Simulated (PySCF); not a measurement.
B(CCH)(H)(Me) (C3H5B), SMILES C(BC)#C.

The structure is a stationary point at PBE-D3(BJ)/def2-SVP.

Calculation: PySCF with r2SCAN/def2-TZVPD.

Isolated molecule, no solvent.

```yaml
total_energy: -142.06410 hartree
highest_occupied_level: -6.85 eV
lowest_empty_level: -2.62 eV
orbital_gap: 4.23 eV
dipole_moment: 0.64 D
quadrupole, principal values (traceless, Buckingham form, about the centre of nuclear charge): -5.29, -2.11, 7.40 D·Å
mean_static_polarisability: 54.0 bohr³ (8.01 Å³)
polarisability_principal_values: 38.7, 45.6, 77.9 bohr³
```
